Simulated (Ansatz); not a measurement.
`[SiH3][SiH2][GeH3]` + `N=CO` → `O/C=N/[SiH3]` + `[SiH3][GeH3]`  (cleavage of the Si–Si bond)

Gas-phase electronic energies from Ansatz, PBE0-D4/def2-TZVP geometries. CCSD(T)/CBS adds triple-zeta CCSD(T) − MP2 to the extrapolated MP2 energy (def2 sets, frozen cores). This one scheme is used for every species. Functionals use def2-TZVPP. For Ge outer-core shells are correlated without core-valence functions, which leaves a few kJ/mol of doubt a bond. Scalar relativity is left out up to krypton. One conformer a species, not always the lowest.

```json
{"level": "PBE", "ΔE (kcal/mol)": "-6.0"}
{"level": "r2SCAN", "ΔE (kcal/mol)": "-8.7"}
```

Problem. What does CCSD(T)/CBS give? (Estimate.)

Solution. Ansatz gave: -9.2 kcal/mol. The listed levels differ from it by 3.2, 0.5 kcal/mol.

Largest T1 diagnostic among the species: 0.014.

In def2-TZVPP, CCSD(T) changes the Hartree–Fock value by +4.7 kcal/mol (the triples alone add +0.4 kcal/mol) and MP2 by +2.7 kcal/mol. Leaving LDA and LC-ωPBE aside and taking each functional with its dispersion term where it has one, the values, not all of them listed here, spread over 5.3 kcal/mol, from B2PLYP to PBE-D4. LDA lies −0.8 kcal/mol from PBE without D4. From PBE to PBE0 (25 % exact exchange), in def2-TZVPP and without D4, ΔE moves by −0.9 kcal/mol.
